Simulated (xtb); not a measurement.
H$_{4}$Al, charge -1, singlet, at a GFN2-xTB geometry (such geometries of metal compounds can be far from the true shape); GFN1-xTB in xtb.

Input for xtb:
```
$ xtb mol.xyz --gfn 1 --chrg -1 --uhf 0 --json

# file mol.xyz
5

Al     0.00000000     0.00000000     0.00000000
H      1.18926445    -0.20785140     1.09178746
H     -1.18488180     0.90443151     0.65391954
H     -0.59986665    -1.45031671    -0.43161723
H      0.59548400     0.75373660    -1.31408978
```

What the program printed (banner, timings and long lists left out):

```
   ID    Z sym.   atoms
    1   13 Al     1
    2    1 H      2-5

           -------------------------------------------------
          |                Calculation Setup                |
           -------------------------------------------------

           -------------------------------------------------
          |                 G F N 1 - x T B                 |
           -------------------------------------------------

          ...................................................
          :                      SETUP                      :
          :.................................................:
          :  # basis functions                  18          :
          :  # atomic orbitals                  17          :
          :  # shells                           11          :
          :  # electrons                         8          :
          :  # halogen bonds                     0          :
          :  max. iterations                   250          :
          :  Hamiltonian                  GFN1-xTB          :
          :  restarted?                      false          :
          :  GBSA solvation                  false          :
          :  PC potential                    false          :
          :  electronic temp.          300.0000000     K    :
          :  accuracy                    1.0000000          :
          :  -> integral cutoff          0.2500000E+02      :
          :  -> integral neglect         0.1000000E-07      :
          :  -> SCF convergence          0.1000000E-05 Eh   :
          :  -> wf. convergence          0.2000000E-04 e    :
          :  Broyden damping             0.4000000          :
          :  net charge                         -1          :
          :  unpaired electrons                  0          :
          ...................................................

 iter      E             dE          RMSdq      gap      omega  full diag
   1     -3.6715259 -0.367153E+01  0.474E+00    9.65       0.0  T
   2     -3.6715300 -0.410752E-05  0.285E+00    9.68       1.0  T
   3     -3.6715303 -0.300592E-06  0.156E-02    9.67       2.9  T
   4     -3.6715303 -0.968648E-08  0.544E-03    9.67       8.2  T
   5     -3.6715303 -0.311416E-08  0.196E-04    9.67     228.5  T
   6     -3.6715303 -0.115552E-11  0.120E-04    9.67     371.3  T

   *** convergence criteria satisfied after 6 iterations ***

         :::::::::::::::::::::::::::::::::::::::::::::::::::::
         ::                     SUMMARY                     ::
         :::::::::::::::::::::::::::::::::::::::::::::::::::::
         :: total energy              -3.661759006493 Eh    ::
         :: gradient norm              0.007203697884 Eh/a0 ::
         :: HOMO-LUMO gap              9.672165369462 eV    ::
         ::.................................................::
         :: SCC energy                -3.671530343260 Eh    ::
         :: -> electrostatic           0.127813465892 Eh    ::
         :: repulsion energy           0.010382541952 Eh    ::
         :: dispersion energy         -0.000611205185 Eh    ::
         :: halogen bond corr.         0.000000000000 Eh    ::
         :: add. restraining           0.000000000000 Eh    ::
         :: total charge              -1.000000000000 e     ::
         :::::::::::::::::::::::::::::::::::::::::::::::::::::

           -------------------------------------------------
          |                Property Printout                |
           -------------------------------------------------

    * Orbital Energies and Occupations

         #    Occupation            Energy/Eh            Energy/eV
      -------------------------------------------------------------
         1        2.0000           -0.2961470              -8.0586
         2        2.0000           -0.2092235              -5.6933
         3        2.0000           -0.2092235              -5.6933
         4        2.0000           -0.2092235              -5.6933 (HOMO)
         5                          0.1462220               3.9789 (LUMO)
         6                          0.1462220               3.9789
         7                          0.1462220               3.9789
         8                          0.1594112               4.3378
         9                          0.1594112               4.3378
        10                          0.1755118               4.7759
        11                          0.1818963               4.9496
        12                          0.1818963               4.9496
        13                          0.1818963               4.9496
        14                          0.2402899               6.5386
        15                          1.1009201              29.9576
       ...                                ...                  ...
        17                          1.1009201              29.9576
      -------------------------------------------------------------
                  HL-Gap            0.3554455 Eh            9.6722 eV
             Fermi-level           -0.0315008 Eh           -0.8572 eV

  Mulliken/CM5 charges         n(s)   n(p)   n(d)
     1Al   -0.06493 -0.32946   1.259  1.600  0.207
     2H    -0.23377 -0.16764   1.234  0.000  0.000
     3H    -0.23377 -0.16764   1.234  0.000  0.000
     4H    -0.23377 -0.16764   1.234  0.000  0.000
     5H    -0.23377 -0.16764   1.234  0.000  0.000

Wiberg/Mayer (AO) data.
largest (>0.10) Wiberg bond orders for each atom

 ---------------------------------------------------------------------------
     #   Z sym  total        # sym  WBO       # sym  WBO       # sym  WBO
 ---------------------------------------------------------------------------
     1  13 Al   3.458 --     4 H    0.865     2 H    0.865     3 H    0.865
                             5 H    0.865
     2   1 H    0.945 --     1 Al   0.865
     3   1 H    0.945 --     1 Al   0.865
     4   1 H    0.945 --     1 Al   0.865
     5   1 H    0.945 --     1 Al   0.865
 ---------------------------------------------------------------------------

Topologies differ in total number of bonds
Writing topology from bond orders to xtbtopo.mol

 dipole moment from electron density (au)
     X       Y       Z
  -0.0000  -0.0000   0.0000  total (Debye):    0.000

           -------------------------------------------------
          | TOTAL ENERGY               -3.661759006493 Eh   |
          | GRADIENT NORM               0.007203697884 Eh/α |
          | HOMO-LUMO GAP               9.672165369462 eV   |
           -------------------------------------------------

normal termination of xtb
```
